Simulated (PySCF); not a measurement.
**Frontier levels across methods**

Species: C3H5BN2Si.
Structure used (PBE0-D3(BJ)/def2-SVP), in Å, numbered top down from 1:
```
atom  x, y, z in Å
N1     1.2077    0.3786   -3.0170
C2     1.0815    0.1638   -1.8837
B3     0.8838   -0.1402   -0.3845
C4     1.9624    0.3751    0.5899
N5     2.7541    0.7568    1.3472
C6    -0.3737   -0.8465    0.1276
Si7   -1.6773    0.5099    0.5116
H8    -0.8486   -1.5007   -0.6191
H9    -0.2231   -1.3708    1.0837
H10   -1.9976    1.2643   -0.7332
H11   -1.1405    1.4406    1.5446
H12   -2.8973   -0.1774    1.0246
```

Basis pcSseg-1 throughout (PySCF), one geometry. One conformer (not necessarily the lowest) at the PBE0-D3(BJ)/def2-SVP geometry, without solvent, vibrations or thermal averaging.

How do the orbital energies, the gap and the dipole change with the method?

```tsv
method	kind	HOMO (eV)	LUMO (eV)	gap (eV)	μ (D)	SCF cycles
OPBE	GGA	-8.48	-4.35	4.13	4.19	15
B97-D	GGA	-8.50	-4.31	4.19	4.22	15
BP86	GGA	-8.64	-4.55	4.09	4.27	15
mPW1PW91	global hybrid	-9.90	-3.67	6.23	4.29	14
BHandHLYP	global hybrid	-11.04	-2.65	8.39	4.27	14
CAM-B3LYP	range-separated hybrid	-11.21	-2.55	8.67	4.25	14
LC-wPBE	range-separated hybrid	-12.63	-1.50	11.13	4.28	14
```

The HOMO spans 4.15 eV, from OPBE down to LC-wPBE, and the gap runs from 4.09 eV (BP86) to 11.13 eV (LC-wPBE). Over the methods OPBE (0 %), B97-D (0 %), BP86 (0 %), mPW1PW91 (25 %), BHandHLYP (50 %), a straight line through the gap against the share of exact exchange rises by 0.85 eV for each 10 % (correlation coefficient 1.000). The dipole ranges from 4.19 D (OPBE) to 4.29 D (mPW1PW91). This basis has no diffuse functions.
